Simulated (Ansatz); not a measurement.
Species: CH$_{4}$BCl, charge 0, singlet. CH4BCl (SMILES CBCl).
B3LYP-D3(BJ)/def2-TZVP minimum from Ansatz (a quantum-chemistry and plane-wave program):
```
C
H 1 1.0892
H 1 1.0964 2 108.96
H 1 1.0964 2 108.96 3 -113.97
B 1 1.5502 2 114.88 3 123.02
H 5 1.1892 1 122.68 2 -180.00
Cl 5 1.7595 6 115.60 1 180.00
```
Charge 0, spin multiplicity 1.

Atomisation energy term by term, kcal/mol (programs: Ansatz). Open shells are spin-unrestricted; no spin-orbit coupling. Correlated methods leave the cores frozen. Rows without X2C or -DK are non-relativistic. CBS(X,Y): correlation extrapolated as X^-3, Hartree-Fock from the larger set. A bracket is a step between two methods taken in the basis named. '+ core + X2C': CCSD(T) terms for core correlation (cc-pwCVTZ, 1s frozen past Ne) and scalar relativity (cc-pVTZ-DK). For partners of very few electrons the exact lower level stands in for a higher one.

```tsv
term	basis	kcal/mol
Hartree-Fock	cc-pV(Q+d)Z	476.30
CCSD correlation	CBS(cc-pV(T+d)Z,cc-pV(Q+d)Z)	121.61
(T)	CBS(cc-pV(T+d)Z,cc-pV(Q+d)Z)	7.64
CCSDT(Q) - CCSD(T)	cc-pV(D+d)Z	0.30
core correlation	cc-pwCVTZ	2.54
scalar relativity	X2C, cc-pVTZ-DK	-0.49
sum: De		607.9
```
